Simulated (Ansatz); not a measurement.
Gd(NH2)3 in a box, plane waves

Ansatz 0.2.0, DFT PBE, spin-orbit coupling, plane waves, PAW, molecule in a box. The geometry was relaxed with Gaussian bases (PBE0; Gd lcecp-1-SVP with ECP53, N def2-SVP, H def2-SVP).

```yaml
crystal:
  lattice:
    - [13.91, 0.0, 0.0]
    - [0.0, 14.67, 0.0]
    - [0.0, 0.0, 9.64]
  atoms:
    - { symbol: Gd, position: [0.47621495, 0.49966121, 0.51577697], spin: 7.0, spin_axis: [0.0, 0.0, 1.0] }
    - { symbol: "N", position: [0.63261682, 0.50071779, 0.48281432] }
    - { symbol: H, position: [0.67681884, 0.55615542, 0.4769668] }
    - { symbol: H, position: [0.6763839, 0.44584049, 0.46680498] }
    - { symbol: "N", position: [0.39682171, 0.6289816, 0.52719606] }
    - { symbol: H, position: [0.32404098, 0.63719905, 0.53296784] }
    - { symbol: H, position: [0.42403666, 0.69355624, 0.52224896] }
    - { symbol: "N", position: [0.39634579, 0.37066462, 0.50183817] }
    - { symbol: H, position: [0.32350827, 0.36230607, 0.50520643] }
    - { symbol: H, position: [0.42340043, 0.30674847, 0.48649378] }
basis:
  ecutwfc: 420
  ecutrho_ratio: 4
kpoints:
  mp_grid: { grid: [1, 1, 1] }
hamiltonian:
  xc: pbe
scf:
  occupations: { method: gaussian, width: 0.01 }
output:
  forces: true
  eigenvalues: true
  populations: true
  hubbard: { sites: [{ species: Gd, l: f }] }
  write_density: true
  write_potential: true
  elf: true
  volumetric_format: npy
magnetization:
  noncollinear: true
  spin_orbit: true
```

Command:
```sh
ansatz run input.yaml --threads 2 --pin off --max-ram 5120MiB --backend cpu --events-out ev --progress --plain --runs-dir out
```
It took 90 s on 2 threads of Intel(R) Xeon(R) Platinum 8375C CPU @ 2.90GHz (Ice Lake), with other jobs on the host, peak memory 3.1 GiB.

(1) How does the SCF go?

(2) Which levels lie next to the highest filled one (eV, counted from it)?

(3) How is the f shell of Gd1 filled?

(4) What forces are left at this geometry, relaxed with Gaussian bases (eV/Å)?

The open shells may stand above their lowest state.

The forces come from the other functional as well as from the basis.

An lcecp potential fixes the number of 4f electrons, so in runs with it no electron can move into or out of that shell.

Answers

(1) 
```
SCF iter   1: F=—  HF=-10602.712267 eV  |F-HF|=—  |Δ(HF+E_count)|=         —  Δρ=6.75e-2
preconditioner: auto → Resta (q_TF=auto, 1.419 Å⁻¹)  ε∞=1.2  [insulator: Δε(μ)=2.576 eV  Ē_g=9.003 eV  σ=0.010 eV  W_gap=1.00  n_s
spin=Noncollinear: Resta preconditioning applied to the charge; magnetization (m_x, m_y, m_z) channels mix plain (no charge-respon
SCF iter   2: F=—  HF=-10587.725950 eV  |F-HF|=—  |Δ(HF+E_count)|=    1.50e1  Δρ=1.42e-2
SCF iter   3: F=—  HF=-10590.462440 eV  |F-HF|=—  |Δ(HF+E_count)|=    2.74e0  Δρ=1.05e-2
...
SCF iter  11: F=—  HF=-10592.962856 eV  |F-HF|=—  |Δ(HF+E_count)|=   1.39e-3  Δρ=5.48e-5
SCF iter  12: F=—  HF=-10592.962844 eV  |F-HF|=—  |Δ(HF+E_count)|=   1.14e-5  Δρ=2.66e-5
SCF iter  13: F=—  HF=-10592.962802 eV  |F-HF|=—  |Δ(HF+E_count)|=   4.24e-5  Δρ=2.68e-5
SCF iter  14: F=—  HF=-10592.962799 eV  |F-HF|=—  |Δ(HF+E_count)|=   3.11e-6  Δρ=3.79e-6
SCF iter  15: F=-10592.962799 eV  HF=-10592.962799 eV  |F-HF|=1.80e-8  |Δ(HF+E_count)|=   1.34e-7  Δρ=1.02e-6
```

(2) Filled: -2.23, -2.19, -2.07, -2.06, -0.37, -0.36, -0.35, -0.34, -0.09, 0.00. Empty: 2.25, 2.31, 2.38, 2.47, 2.57, 2.70, 2.80, 2.86.

(3) Natural occupations, full = 1; spinor: 0.01, 0.01, 0.02, 0.02, 0.02, 0.03, 0.03, 1.00, 1.00, 1.00, 1.00, 1.00, 1.00, 1.00; in all 7.13 e. Spin moment (0.00, 0.00, 6.81) μB, orbital moment (0.00, 0.00, 0.03) μB.

(4) 
```
Gd   0.00  0.00 -0.01
N   -0.17  0.00  0.02
H    0.01  0.08  0.01
H    0.01 -0.08 -0.01
N    0.09 -0.13 -0.03
H   -0.08 -0.03  0.01
H    0.06  0.04  0.01
N    0.09  0.14  0.00
H   -0.07  0.03  0.01
H    0.06 -0.04  0.00
```
